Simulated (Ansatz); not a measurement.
Geometry optimisation, RKS PBE0-D4/def2-SVP in Ansatz.

Input:

```yaml
crystal:
  periodic: [false, false, false]
  atoms:
    - { symbol: Ti, position_ang: [0.175762, 0.0, -0.064477] }
    - { symbol: F, position_ang: [0.210941, 0.0, 1.715144] }
    - { symbol: Cl, position_ang: [2.216269, 0.0, -0.752543] }
    - { symbol: Cl, position_ang: [-0.769006, 1.773764, -0.850011] }
    - { symbol: Cl, position_ang: [-0.769006, -1.773764, -0.850011] }
    - { symbol: H, position_ang: [-2.443478, 0.0, 1.187508] }
    - { symbol: H, position_ang: [-1.916682, 0.0, 1.675589] }
basis:
  gaussian: { orbitals: def2-SVP }
hamiltonian:
  xc: pbe0
  dispersion: d4
relax:
  f_tol: 0.03
  max_steps: 50
output:
  orbitals: {}
```

Command:

```bash
$ ansatz run input.yaml --threads 4 --pin off --max-ram 5120MiB --backend cpu --events-out ev --progress --plain --runs-dir out
```

Where does it end, and by what steps?

The forces met the threshold. After 4 steps the energy has fallen by 0.157 eV; H7 moved furthest, 0.47 Å.

| step | energy less start (eV) | largest force component (eV/Å) | accepted |
| --- | --- | --- | --- |
| 0 | 0.0000 | 1.504 | yes |
| 1 | -0.1122 | 0.855 | yes |
| 2 | -0.1483 | 0.356 | yes |
| 3 | -0.1565 | 0.138 | yes |
| 4 | -0.1572 | 0.027 | yes |

```xyz
7
Properties=species:S:1:pos:R:3
Ti 0.370 0.000 -0.165
F 0.377 0.000 1.553
Cl 2.410 0.000 -0.867
Cl -0.639 1.768 -0.886
Cl -0.639 -1.768 -0.886
H -2.858 0.000 1.389
H -2.316 0.000 1.923
```

Whether the end is a true minimum wasn't checked by a vibrational analysis.

Run time: 13 s on 4 threads of Arm Neoverse V1 (shared host), peak memory 0.29 GiB.
